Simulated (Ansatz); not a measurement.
`[OH][GeH]1[O][SiH2]1`, relaxed with RKS PBE-D4/def2-SVP in Ansatz 0.2.0 from a rough embedded geometry. The force threshold is 0.03 eV/Å; the program also tests the step.

Total charge 0; spin multiplicity 1.

Start:

```xyz
8

O    -0.004    2.091    0.031
Ge   -0.564    0.558    0.610
O     0.879   -0.479    0.815
Si    0.290   -1.270   -0.494
H     0.011    2.058   -0.976
H    -1.393    0.538    1.934
H    -0.327   -2.566   -0.225
H     1.107   -0.930   -1.694
```

```json
{"step": "1", "energy (eV)": "-68525.4188", "largest force (eV/Å)": "2.967", "largest move (Å)": "0.000"}
{"step": "2", "energy (eV)": "-68525.8645", "largest force (eV/Å)": "1.357", "largest move (Å)": "0.196"}
{"step": "3", "energy (eV)": "-68525.9691", "largest force (eV/Å)": "0.645", "largest move (Å)": "0.133"}
{"step": "4 (rejected)", "energy (eV)": "-68525.9536", "largest force (eV/Å)": "0.607", "largest move (Å)": "0.157"}
{"step": "5", "energy (eV)": "-68525.9915", "largest force (eV/Å)": "0.202", "largest move (Å)": "0.077"}
{"step": "6 (rejected)", "energy (eV)": "-68525.9887", "largest force (eV/Å)": "0.194", "largest move (Å)": "0.100"}
{"step": "7", "energy (eV)": "-68525.9949", "largest force (eV/Å)": "0.048", "largest move (Å)": "0.050"}
{"step": "8", "energy (eV)": "-68525.9954", "largest force (eV/Å)": "0.031", "largest move (Å)": "0.035"}
{"step": "9", "energy (eV)": "-68525.9954", "largest force (eV/Å)": "0.021", "largest move (Å)": "0.012"}
```

End:

```xyz
8

O    -0.268    2.237    0.087
Ge   -0.630    0.533    0.519
O     0.982   -0.471    0.818
Si    0.286   -1.317   -0.478
H     0.221    2.295   -0.756
H    -1.392    0.673    1.856
H    -0.171   -2.728   -0.231
H     0.972   -1.221   -1.814
```

Run time 8.5 s (4 threads of an Arm Neoverse V1 on a shared host); peak host memory 0.15 GiB.
